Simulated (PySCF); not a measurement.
C5H12BN.
SMILES with atom numbers: `[CH2:1]=[CH:2][CH2:3][BH:4][N:5]([CH3:6])[CH3:7]` (hydrogens: H8, H9 on C1; H10 on C2; H11, H12 on C3; H13 on B4; H14, H15, H16 on C6; H17, H18, H19 on C7)

Cartesian coordinates in Å at the PBE0-D3(BJ)/def2-SVP level; atoms count from 1:
```xyz
19
C5H12BN angstrom
C      2.661    0.617    0.900
C      2.138   -0.549    0.509
C      1.490   -0.828   -0.812
B     -0.043   -1.183   -0.573
N     -1.056   -0.224   -0.491
C     -2.432   -0.576   -0.230
C     -0.850    1.200   -0.604
H      3.090    0.744    1.898
H      2.689    1.485    0.233
H      2.145   -1.384    1.223
H      1.631    0.030   -1.490
H      1.978   -1.699   -1.281
H     -0.377   -2.337   -0.399
H     -2.532   -1.665   -0.145
H     -3.096   -0.225   -1.041
H     -2.790   -0.116    0.709
H     -1.166    1.717    0.319
H      0.208    1.431   -0.772
H     -1.438    1.624   -1.438
```

The closed-shell ground state was solved at several levels (PySCF, density fitting, gas phase, non-relativistic).

| level | basis functions | HOMO (eV) | LUMO (eV) | gap (eV) | dipole (D) |
| --- | --- | --- | --- | --- | --- |
| PBE0/pcSseg-1 | 179 | -6.92 | 0.11 | 7.03 | 1.82 |
| B3LYP/pcJ-1 | 309 | -6.68 | -0.10 | 6.58 | 1.77 |
| wB97X-D/def2-SVPD | 236 | -8.80 | 1.81 | 10.61 | 1.59 |

Problem. What might HF/pcSseg-1 (179 basis functions) give for the same quantities?

Solution. HOMO -9.38 eV, LUMO 3.70 eV, gap 13.08 eV, dipole 1.52 D.

Problem. Over all these levels, which gives the widest orbital gap and which the narrowest?

Solution. HF/pcSseg-1 (Hartree–Fock, all exact exchange) has the widest, 13.08 eV, and B3LYP/pcJ-1 (global hybrid, 20 % exact exchange) the narrowest, 6.58 eV. Functional and basis both differ between the two, so the spread mixes both effects. The HOMO need not be the same orbital at Hartree–Fock and at DFT levels.

Problem. How far do the dipole and the HOMO energy spread over the levels?

Solution. The dipole runs from 1.52 to 1.82 D (mean 1.68 D) and the HOMO from -9.38 to -6.68 eV.

One conformer stands for the species.
